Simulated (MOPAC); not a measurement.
Input file for MOPAC: PM6 on LiP+, 2S+1 = 4, a spin state set in the input, which need not be the lowest, a point of a bond scan (R = 2.579 Å). Charge +1.

```
PM6 1SCF PRECISE CHARGE=1 UHF MS=1.5 THREADS=1
LiP

Li     0.00000000 1     0.00000000 1     0.00000000 1
P      0.00000000 1     0.00000000 1     2.57897400 1
```

It printed:

```
*******************************************************************************
 **                                                                           **
 **                              MOPAC v23.2.5                                **
 **                                                                           **
 *******************************************************************************
 ** MOPAC's Digital Object Identifier: https://doi.org/10.5281/zenodo.6511958 **
 **                                                                           **
 ** Please cite the open-source release paper for use of this MOPAC version:  **
 ** J. E. Moussa and J. J. P. Stewart (2026)                                  **
 ** MOPAC: An open-source semiempirical molecular orbital program             **
 ** J. Open Source Softw., 11(119), 8025, https://doi.org/10.21105/joss.08025 **
 *******************************************************************************

                              PM6 CALCULATION RESULTS

 *******************************************************************************
 *  PM6        - The PM6 Hamiltonian to be used
 *  UHF        - UNRESTRICTED HARTREE-FOCK CALCULATION
 *
 *
 *
 *                 CHARGE ON SYSTEM = +1
 *
 *
 *
 *  MS=        - IN MECI, MAGNETIC COMPONENT OF SPIN =  1.5
 *  PRECISE    - TIGHTER CRITERIA TO BE USED
 *  1SCF       - DO 1 SCF AND THEN STOP
 *  THREADS=1  - MULTI-THREADING NOT USED
 *  T=         - A TIME OF 172800.0 SECONDS REQUESTED
 *  DUMP=N     - RESTART FILE WRITTEN EVERY 7200.0 SECONDS REQUESTED
 *******************************************************************************
PM6 1SCF PRECISE CHARGE=1 UHF MS=1.5 THREADS=1
 LiP

   ATOM   CHEMICAL          X               Y               Z
  NUMBER   SYMBOL      (ANGSTROMS)     (ANGSTROMS)     (ANGSTROMS)

     1      Li          0.00000000  *   0.00000000  *   0.00000000  *
     2       P          0.00000000  *   0.00000000  *   2.57897400  *



          CARTESIAN COORDINATES

    NO.       ATOM           X           Y           Z

     1        Li          0.0000      0.0000      0.0000
     2         P          0.0000      0.0000      2.5790

 General Reference for PM6:
 "Optimization of Parameters for Semiempirical Methods V: Modification of NDDO Approximations
 and Application to 70 Elements", J. J. P. Stewart, J. Mol. Mod., 13, 1173-1213 (2007)
 URL: https://link.springer.com/article/10.1007/s00894-007-0233-4

           Empirical Formula: Li P  =     2 atoms



      MOLECULAR POINT GROUP   :   C*v


          UHF CALCULATION, NO. OF ALPHA ELECTRONS =    4
                           NO. OF BETA  ELECTRONS =    1

 -------------------------------------------------------------------------------
 PM6 1SCF PRECISE CHARGE=1 UHF MS=1.5 THREADS=1
 LiP



     1SCF WAS SPECIFIED, SO BFGS WAS NOT USED
     SCF FIELD WAS ACHIEVED


                              PM6 CALCULATION
                                                       MOPAC v23.2.5 Linux




          FINAL HEAT OF FORMATION =        232.42513 KCAL/MOL =     972.46672 KJ/MOL


          COSMO AREA              =         89.60 SQUARE ANGSTROMS
          COSMO VOLUME            =         72.85 CUBIC ANGSTROMS

          IONIZATION POTENTIAL    =         14.714909 EV
          ALPHA SOMO LUMO (EV)    =        -14.715 -3.873
          BETA  SOMO LUMO (EV)    =        -19.944 -6.260
          NO. OF ALPHA ELECTRONS  =          4
          NO. OF BETA  ELECTRONS  =          1
          MOLECULAR WEIGHT        =         37.9138         POINT GROUP:  C*v

          MOLECULAR DIMENSIONS (Angstroms)

            Atom       Atom       Distance
            P     2   Li     1     2.57897
            P     2   Li     1     0.00000
           Li     1    P     2     0.00000


          SCF CALCULATIONS        =          1





   ATOM   CHEMICAL          X               Y               Z
  NUMBER   SYMBOL      (ANGSTROMS)     (ANGSTROMS)     (ANGSTROMS)

     1      Li          0.00000000  *   0.00000000  *   0.00000000  *
     2       P          0.00000000  *   0.00000000  *   2.57897400  *

                             CARTESIAN COORDINATES

   1   Li        0.000000000     0.000000000     0.000000000
   2    P        0.000000000     0.000000000     2.578974000


           Empirical Formula: Li P  =     2 atoms



      MOLECULAR POINT GROUP   :   C*v


          ALPHA EIGENVALUES
 -22.47603 -15.23052 -14.71491 -14.71491  -3.87328  -1.28391  -1.28391  -1.25817
 133.42736 133.51156 133.51156 134.00768 134.00768


           BETA EIGENVALUES
 -19.94392  -6.26018  -5.13593  -5.13593  -3.11197  -1.19661  -1.19661  -1.14418
 135.17154 135.29021 135.29021 135.86959 135.86959


              NET ATOMIC CHARGES AND DIPOLE CONTRIBUTIONS

  ATOM NO.   TYPE          CHARGE      No. of ELECS.   s-Pop       p-Pop       d-Pop
    1         Li           0.903088        0.0969     0.09292     0.00399
    2          P           0.096912        4.9031     1.94783     2.95506     0.00019
 DIPOLE           X         Y         Z       TOTAL
 POINT-CHG.     0.000     0.000    -8.919     8.919
 HYBRID        -0.000    -0.000     0.590     0.590
 SUM           -0.000    -0.000    -8.329     8.329


          ATOMIC ORBITAL ELECTRON POPULATIONS

     Atom    s        px        py        pz      x^2-y^2     xz        z^2       yz        xy
    1 Li   0.09292   0.00008   0.00008   0.00383
    2  P   1.94783   0.99991   0.99991   0.95524   0.00000   0.00001   0.00018   0.00001   0.00000


                    (SZ)    =    1.500000
                    (S**2)  =    3.750035


          ATOMIC ORBITAL SPIN POPULATIONS

    Atom   Total    s     px     py     pz   x^2-y^2  xz     z^2    yz     xy
         Atomic
    1 Li  0.0532  0.050  0.000  0.000  0.003
    2  P  2.9468  0.029  1.000  1.000  0.918  0.000  0.000  0.000  0.000  0.000

 **********************
 *                    *
 * JOB ENDED NORMALLY *
 *                    *
 **********************




 == MOPAC DONE ==
```

The run finished.

Cost: around 0.010 core-seconds (rough).
